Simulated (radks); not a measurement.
Fe XVIII, configuration [He] 2s2 2p5 (the NIST ground configuration). Method: scalar-relativistic Kohn-Sham, r2SCAN, spin-polarised, spherical densities, finite nucleus; open shells are filled with parallel spins first; meta-GGA in the generalised Kohn-Sham scheme; Fermi nuclear charge, rms radius 3.7377 fm; computed with a radial shooting solver on a logarithmic mesh with Libxc functionals. Some entries of the table are withheld. Estimate them.

orbital,occ.,eigenvalue (eV),r(max) (bohr),<r> (bohr)
1s up,1,-7705.476,0.03826,(1)
1s down,1,-7699.641,0.03824,(2)
2s up,1,-1439.697,0.2183,0.2580
2s down,1,-1431.128,0.2187,0.2587
2p up,3,-1327.612,0.1755,0.2257
2p down,2,-1316.585,0.1760,0.2266

Answer. 
(1) 1s up <r> (bohr): 0.05839
(2) 1s down <r> (bohr): 0.05835
